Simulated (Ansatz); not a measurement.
Start from `[OH][Ti]([OH])([F])[F]` and change one atom or group to get `[OH][Ti]([F])([F])[SeH]`.

Ansatz, PBE0-D4/def2-TZVP geometries, multiplicity 1. Each molecule was computed in one conformer, which needn't be the lowest.

Scalar relativity is left out up to krypton.

```csv
property,`[OH][Ti]([OH])([F])[F]`
size of the dipole moment (ωB97M-V/def2-TZVPP) / D,0.62
HOMO energy (PBE/def2-TZVPP) / eV,-8.18
LUMO energy (PBE/def2-TZVPP) / eV,-3.11
HOMO energy (B3LYP/def2-TZVPP) / eV,-9.67
HOMO–LUMO gap (PBE0/def2-TZVPP) / eV,7.81
LUMO energy (B3LYP/def2-TZVPP) / eV,-2.46
```

Question: What does the change do to each property? (Estimate.)

Answer: Computed: 
| property | `[OH][Ti]([F])([F])[SeH]` | shift |
| --- | --- | --- |
| size of the dipole moment (ωB97M-V/def2-TZVPP) / D | 2.09 | 1.47 |
| HOMO energy (PBE/def2-TZVPP) / eV | -6.33 | 1.85 |
| LUMO energy (PBE/def2-TZVPP) / eV | -3.49 | -0.38 |
| HOMO energy (B3LYP/def2-TZVPP) / eV | -7.26 | 2.41 |
| HOMO–LUMO gap (PBE0/def2-TZVPP) / eV | 4.91 | -2.90 |
| LUMO energy (B3LYP/def2-TZVPP) / eV | -2.84 | -0.38 |

With PBE0 the HOMO rises by 2.46 eV and the LUMO falls by 0.44 eV, so the gap narrows by about 2.90 eV. PBE moves the HOMO by 1.85 eV and ωB97M-V by 2.82 eV. Dipoles are sizes alone; their direction can turn.

B3LYP here is the variant with VWN-RPA as its local correlation; programs differ in this.

Spin–orbit coupling is left out; it splits and shifts lone-pair levels of the heavy atoms by tenths of an eV.
